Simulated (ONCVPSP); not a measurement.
# Configuration tests for Hf (Z = 72) (ONCV)

* Element: Hf
* Generator: ONCVPSP 4.0.1
* Type: optimised norm-conserving Vanderbilt (ONCV)
* Functional: PW91
* Relativity: scalar-relativistic
* Frozen core: [Kr] 4d10
* Valence charge: 26
* Reference configuration: 4f14 5s2 5p6 5d2 6s2
* Partial waves: 5s+6s: rc 1.55 bohr, ncon 3, nbas 7, qcut 7.2 1/bohr, 2 projectors; 5p: rc 1.80 bohr, ncon 3, nbas 6, qcut 8.3 1/bohr, 3 projectors, debl 1.2 Ha; 5d: rc 3.20 bohr, ncon 5, nbas 10, qcut 4.9 1/bohr, 2 projectors, debl 0.8 Ha; 4f: rc 0.80 bohr, ncon 4, nbas 9, qcut 17.9 1/bohr, 1 projector
* Local potential: polynomial inside 0.75 bohr (lpopt 5, dvloc0 -1 Ha)
* Core correction: Teter function, fcfact 2.5, rcfact 1.05

In the p channel the program set the typed energies aside and used -1.309, 0.250, 1.450 Ha.

Energies are relative to the spin-unpolarised reference configuration 4f14 5s2 5p6 5d2 6s2; without spin polarisation the order of configurations can differ from experiment. Not all tests gave a result: 1 of 4 tests not solved or not reliable.

```tsv
valence configuration	charge	ΔE all-electron (eV)	error AE − PS (meV)
4f14 5s2 5p6 5d2 6s1	+1	8.032	-2.3
4f14 5s2 5p6 5d2 6s0	+2	22.254	-9.3
4f14 5s2 5p6 5d2.5 6s1.5	0	1.253	+0.8
```

Note: ghosts flagged at negative energy: s at -452.1 eV; GHOST(+) flagged for d at 77.7 eV, p at 90.2 eV. A true bound ghost makes a file unfit for plane-wave use.
